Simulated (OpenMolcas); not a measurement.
Au5+: moving or changing the point charges

Au5+ among 6 point charges of -1.7 e arranged as an octahedron (Oh), 1.92 Å from the ion.

* Program: OpenMolcas
* Method: CASSCF
* Basis: ANO-RCC-VDZP [7s6p4d2f]
* Scalar Hamiltonian: DKH2, point nucleus
* Active space: 6 electrons in 5 orbitals (5d)
* State averaging: 2S+1 = 5 even, 5 roots; 2S+1 = 3 even, 45 roots; 2S+1 = 1 even, 50 roots
* Spin-orbit coupling: state interaction with AMFI integrals over the reference wave functions

Runs around this geometry, states (labels of O, the rotations of Oh). Energies in cm-1 above the lowest state or level, χT in cm3 K/mol; under a threefold ground state the first gap can be a small split of the lowest multiplet, not the spin-orbit step; 10Dq and B are least-squares fits to the states below 45000 cm-1, weighted by degeneracy, with a free offset, and given where the rms deviation is under 5 % of |10Dq| (or 100 cm-1) and under 700 cm-1.

```tsv
R (Å)	q (e)	Ground state	First state of that spin	10Dq	B (rms of fit)	First gap with spin-orbit (degeneracies)	χT at 300 K	First state of another spin
1.92	-0.85	5T2	5E 3618	3441	1002 (34)	85.6 (3, 2)	4.944	3T1 19097
1.83	-1.7	5T2	5E 9112	8675	1000 (102)	168.4 (1, 2)	3.102	3T1 14777
1.92	-1.7	5T2	5E 7232	6876	1002 (77)	64.6 (2, 1)	4.245	3T1 16343
2.09	-1.7	5T2	5E 4790			49.3 (3, 2)	4.813	3T1 18273
```

Taking the first state of the same spin as R^-n, n = -ln(4790 / 9112) / ln(2.09 / 1.83) = 4.8 between the shortest and longest distance.

Scaling the charges by -0.85 / -1.7 = 0.50 scales |10Dq| by 3441 / 6876 = 0.50; with fixed orbitals a first-order splitting would follow the charge.

Without dynamic correlation the repulsion within the d shell is too large (B by tens of per cent), so at a given field states of lower spin stand too high. Point charges give a weaker field than real ligands, and real ions of this kind are as a rule low spin; the high spin found here belongs to the model. Spin-orbit coupling mixes the spin-free states strongly: the lowest level takes only 70 % from its leading state, 5T2 (figures for R = 1.92, q = -0.85; the like holds for R = 1.83, q = -1.7, R = 1.92, q = -1.7). This field is weak: 10Dq is about 3441 cm-1, while octahedral complexes of 5d ions of charge 3 and more, computed by the same method with explicit ligands, had a median near 35000 cm-1. Ground spin and moment need not be those of a real site (figures for R = 1.92, q = -0.85; the like holds for R = 1.83, q = -1.7, R = 1.92, q = -1.7, R = 2.09, q = -1.7). The ground term spreads over less than 5000 cm-1, several times less than with real ligands, so orbital moments are less quenched and χT lies further from the spin-only value than at real sites (holds for R = 1.92, q = -0.85; R = 2.09, q = -1.7). This shell can be high or low spin here, a state of another spin lies low, and with metal d orbitals alone active their balance is uncertain, so the ground spin may be wrong (holds for R = 1.83, q = -1.7). An orbital triplet at a regular site is open to Jahn-Teller coupling, which can distort the site and quench the lowest spin-orbit gaps and is left out (holds for R = 2.09, q = -1.7). This is an electrostatic model: the charges have no orbitals. A group larger than the point group allows holds several states that coincide in this model. No measured value stands beside these numbers.
